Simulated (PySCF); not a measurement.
## Two-component Hartree-Fock for Sb²⁺ (antimony, charge +2)

Start: [Kr] 4d10 5s2 5p1; 5p3/2 filled at m_j = +3/2. Calculated with PySCF 2.14 in x2c-SVPall-2c with one added diffuse shell each of s, p type (7s9p4d, 54 functions): generalised Hartree-Fock with the X2C-1e Hamiltonian and a Gaussian nucleus; one run each with spin-orbit coupling (SO) switched off, then screened by Boettger's factors. This is a chosen level, not necessarily the ground level.

```json
{"spinor shell": "1s1/2", "electrons": "2", "ε, spin-free (eV)": "-30656.9", "ε, screened SO (eV)": "-30654.1", "weight of nominal j (screened SO)": "1.000", "rms radius, screened SO (bohr)": "0.0326"}
{"spinor shell": "2s1/2", "electrons": "2", "ε, spin-free (eV)": "-4774.0", "ε, screened SO (eV)": "-4773.3", "weight of nominal j (screened SO)": "1.000", "rms radius, screened SO (bohr)": "0.133"}
{"spinor shell": "2p1/2", "electrons": "2", "ε, spin-free (eV)": "-4281.8", "ε, screened SO (eV)": "-4456.9", "weight of nominal j (screened SO)": "1.000", "rms radius, screened SO (bohr)": "0.115"}
{"spinor shell": "2p3/2", "electrons": "4", "ε, spin-free (eV)": "-4281.8", "ε, screened SO (eV)": "-4202.3", "weight of nominal j (screened SO)": "1.000", "rms radius, screened SO (bohr)": "0.120"}
{"spinor shell": "3s1/2", "electrons": "2", "ε, spin-free (eV)": "-990.91", "ε, screened SO (eV)": "-990.79", "weight of nominal j (screened SO)": "1.000", "rms radius, screened SO (bohr)": "0.352"}
{"spinor shell": "3p1/2", "electrons": "2", "ε, spin-free (eV)": "-826.27", "ε, screened SO (eV)": "-859.56", "weight of nominal j (screened SO)": "1.000", "rms radius, screened SO (bohr)": "0.345"}
{"spinor shell": "3p3/2", "electrons": "4", "ε, spin-free (eV)": "-826.27", "ε, screened SO (eV)": "-811.14", "weight of nominal j (screened SO)": "1.000", "rms radius, screened SO (bohr)": "0.356"}
{"spinor shell": "3d3/2", "electrons": "4", "ε, spin-free (eV)": "-575.40", "ε, screened SO (eV)": "-581.21", "weight of nominal j (screened SO)": "1.000", "rms radius, screened SO (bohr)": "0.330"}
{"spinor shell": "3d5/2", "electrons": "6", "ε, spin-free (eV)": "-575.40", "ε, screened SO (eV)": "-571.47", "weight of nominal j (screened SO)": "1.000", "rms radius, screened SO (bohr)": "0.333"}
{"spinor shell": "4s1/2", "electrons": "2", "ε, spin-free (eV)": "-194.62", "ε, screened SO (eV)": "-194.68", "weight of nominal j (screened SO)": "1.000", "rms radius, screened SO (bohr)": "0.840"}
{"spinor shell": "4p1/2", "electrons": "2", "ε, spin-free (eV)": "-141.67", "ε, screened SO (eV)": "-147.85", "weight of nominal j (screened SO)": "1.000", "rms radius, screened SO (bohr)": "0.895"}
{"spinor shell": "4p3/2", "electrons": "4", "ε, spin-free (eV)": "-141.67", "ε, screened SO (eV)": "-138.98", "weight of nominal j (screened SO)": "1.000", "rms radius, screened SO (bohr)": "0.920"}
{"spinor shell": "4d3/2", "electrons": "4", "ε, spin-free (eV)": "-62.364", "ε, screened SO (eV)": "-63.185", "weight of nominal j (screened SO)": "0.990", "rms radius, screened SO (bohr)": "1.10"}
{"spinor shell": "4d5/2", "electrons": "6", "ε, spin-free (eV)": "-62.364", "ε, screened SO (eV)": "-61.944", "weight of nominal j (screened SO)": "0.993", "rms radius, screened SO (bohr)": "1.11"}
{"spinor shell": "5s1/2", "electrons": "2", "ε, spin-free (eV)": "-32.904", "ε, screened SO (eV)": "-32.952", "weight of nominal j (screened SO)": "0.999", "rms radius, screened SO (bohr)": "2.27"}
{"spinor shell": "5p3/2", "electrons": "1", "ε, spin-free (eV)": "-24.242", "ε, screened SO (eV)": "-23.967", "weight of nominal j (screened SO)": "1.000", "rms radius, screened SO (bohr)": "2.75"}
```

| quantity | spin-free | screened SO |
| --- | --- | --- |
| E (hartree) | -6475.59430 | -6477.20909 |
| M_J | 3/2 | 3/2 |
| ⟨J²⟩ | 3.758 | 3.758 |
| ⟨L²⟩ | 2.006 | 2.023 |
| ⟨S²⟩ | 0.752 | 0.769 |

Each row is a mean over spinors that exchange with the open shell spreads, by up to 2.267 eV (5s1/2).

Breit and QED terms are absent; they matter most for the inner s and p1/2 levels.

Densities and radii are taken from the X2C orbitals without a picture-change correction, which distorts them close to the nucleus.

Without spin-orbit coupling the j labels of p, d and f shells carry no meaning; the spin-free column gives the mean over the occupied spinors of each nl shell.
